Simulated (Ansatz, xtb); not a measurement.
Ligand exchange: C2H9NSi + C3H8MgO → C2H8OSi + C3H9MgN

Species: C2H9NSi `CC[SiH2]N`, singlet; C3H8MgO `C[CH](C)[Mg][OH]`, singlet; C2H8OSi `CC[SiH2]O`, singlet; C3H9MgN `C[CH](C)[Mg][NH2]`, singlet. The partners trade NH2 for OH: Si–NH2 and Mg–OH bonds give way to Si–OH and Mg–NH2.

Shapes, held fixed at every level: PBE0-D4/def2-TZVP. Flexible molecules stand in one conformer, not always the lowest. Programs: Ansatz 0.2.0, xtb 6.7.1. Electronic energies: no zero-point or thermal term.

Question: Estimate ΔE of this reaction.

Answer: The highest level, CCSD(T)/def2-TZVPP, gives ΔE = +19.6 kJ/mol; the levels span -29.0 to +35.3. They disagree on the sign: 8 of 9 are positive. The column of differences is taken from that level and isn't an error. No measured value is set beside it here. Outer-core shells of Mg are correlated in most correlated rows, in sets that cover them unevenly.

```
                level                   kind  ΔE (kJ/mol)  less CCSD(T)/def2-TZVPP
             GFN0-xTB         semi-empirical        -29.0                    -48.6
          HF/def2-SVP           Hartree–Fock        +35.3                    +15.7
  B3LYP-D4/def2-TZVPP          global hybrid        +22.9                     +3.3
  BHLYP-D4/def2-TZVPP          global hybrid        +23.6                     +4.0
   PBE0-D4/def2-TZVPP          global hybrid        +23.0                     +3.4
r2SCAN0-D4/def2-TZVPP          global hybrid        +23.3                     +3.7
    B2PLYP/def2-TZVPP          double hybrid        +22.1                     +2.5
       MP2/def2-TZVPP    perturbation theory        +22.1                     +2.5
   CCSD(T)/def2-TZVPP  coupled cluster or CI        +19.6                      0.0
```
